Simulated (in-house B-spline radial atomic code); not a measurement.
**Ionising Cu7+ with different functionals**

Computed with a radial B-spline atomic code at the basis-set limit: scalar-relativistic (spin-free X2C) Hamiltonian, Fermi nucleus of rms radius 3.8823 fm, spin-polarised at highest spin, spherical fractional occupations for the functionals, and exact exchange of hybrids averaged over the configuration. The ionisation energy is the difference of two self-consistent energies, [Ar] 3d4 → [Ar] 3d3, without Breit or QED terms; ε is the level of the shell that loses the electron (its least bound occupied spin orbital).

```json
{"method": "PBE0", "rung": "global hybrid", "ΔSCF (eV)": "168.27", "-ε(3d) (eV)": "157.60"}
{"method": "B3LYP", "rung": "global hybrid", "ΔSCF (eV)": "168.31", "-ε(3d) (eV)": "156.78"}
{"method": "TPSSh", "rung": "global hybrid", "ΔSCF (eV)": "168.10", "-ε(3d) (eV)": "154.92"}
{"method": "BHandHLYP", "rung": "global hybrid", "ΔSCF (eV)": "168.24", "-ε(3d) (eV)": "161.80"}
{"method": "r2SCAN0", "rung": "global hybrid", "ΔSCF (eV)": "168.78", "-ε(3d) (eV)": "158.23"}
{"method": "B97-1", "rung": "global hybrid", "ΔSCF (eV)": "168.18", "-ε(3d) (eV)": "156.82"}
{"method": "HSE06", "rung": "range-separated hybrid", "ΔSCF (eV)": "168.17", "-ε(3d) (eV)": "157.10"}
{"method": "wB97X", "rung": "range-separated hybrid", "ΔSCF (eV)": "167.84", "-ε(3d) (eV)": "159.36"}
{"method": "CAM-B3LYP", "rung": "range-separated hybrid", "ΔSCF (eV)": "168.25", "-ε(3d) (eV)": "158.79"}
{"method": "LC-wPBE", "rung": "range-separated hybrid", "ΔSCF (eV)": "168.13", "-ε(3d) (eV)": "159.03"}
```

(1) Among the functionals, which spreads more, the ΔSCF values or the orbital energies?

(2) How do they compare with the NIST value?

Results:

(1) The orbital energies: ΔSCF values span about 0.94 eV and the orbital energies 6.87 eV; here energy differences depend much less on the functional than eigenvalues do.

(2) NIST lists 166 eV ± 2.1 (tabulated theory, ground level to ground level). Errors run from +1.84 to +2.78 eV; all lie within about twice that uncertainty, so the table can't rank the methods.
